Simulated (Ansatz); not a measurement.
A nudged elastic band was laid between two geometries of BFH4N2 + H3N (12 atoms, charge 0, multiplicity 1).

Method: RKS BLYP-D4/def2-SVP in Ansatz.

```yaml
movable_images: 7
climbing_image: yes
spring: 5.0 eV/Å²
optimiser: quadratic models (default)
start_path: through a guess of the saddle point
force_threshold: 0.05 eV/Å
iteration_limit: 60
end_points: relaxed
```

Image 0:

```xyz
12
Properties=species:S:1:pos:R:3
B -0.036 -0.317 -0.241
F -0.064 -0.923 0.982
N 1.234 0.036 -0.780
H 2.099 -0.213 -0.302
H 1.373 0.445 -1.702
N -1.280 -0.062 -0.887
H -2.160 -0.374 -0.478
H -1.373 0.338 -1.818
N -0.208 2.387 1.336
H -0.979 2.147 0.694
H 0.632 2.211 0.764
H -0.206 1.607 2.011
```

Image 8:

```xyz
12
Properties=species:S:1:pos:R:3
B -0.071 0.671 -0.468
F -0.091 -0.225 2.309
N 1.223 0.232 -0.887
H 1.343 -0.638 -1.407
H 2.056 0.466 -0.347
N -1.281 0.140 -1.009
H -1.297 -0.738 -1.528
H -2.192 0.369 -0.615
N -0.157 1.739 0.551
H -1.020 2.290 0.567
H 0.645 2.374 0.613
H -0.128 0.602 1.798
```

Q: Which bonds break or form, and what moves?

A: Bonds broken: B1–F2, N9–H12. Bonds formed: B1–N9, F2–H12. BFH4N2 + H3N becomes BH6N3 + FH.

Q: What energy profile does the band end with?

A: It did not converge within its limit. The highest image is number 3 of 0 to 8, 1.24 eV above the first end and 0.75 eV above the last; the last end lies 0.49 eV above the first. The band didn't meet its force threshold, so its energies are provisional: the largest band force was still 0.10 eV/Å, and over the last iterations the top stayed at 1.24 eV. Neighbouring images lie up to 3.7 Å apart, so the band is torn or far too coarse. Inner images lie below an end point, which means an intermediate or an end that isn't the lowest structure nearby. The orbitals stay closed-shell, which can raise the energy where a bond breaks towards radicals; this wasn't checked here.

```csv
image,path coordinate (Å),energy (eV),B1–F2 (Å),N9–H12 (Å),B1–N9 (Å)
0,0.00,0.00,1.37,1.03,3.13
1,3.71,0.04,1.37,1.03,3.29
2,7.42,-0.05,1.38,1.03,3.33
3,11.14,1.24,1.92,1.18,1.58
4,12.25,0.49,2.95,1.69,1.48
5,13.36,0.52,2.92,1.67,1.48
6,14.47,0.82,2.88,1.71,1.47
7,15.59,0.68,2.87,1.73,1.47
8,16.70,0.49,2.92,1.69,1.48
```

The band took 60 iterations and of the order of 20 core-minutes.

The run took 10 min on 2 threads of Arm Neoverse V2, on a shared host, peak memory 0.14 GiB.
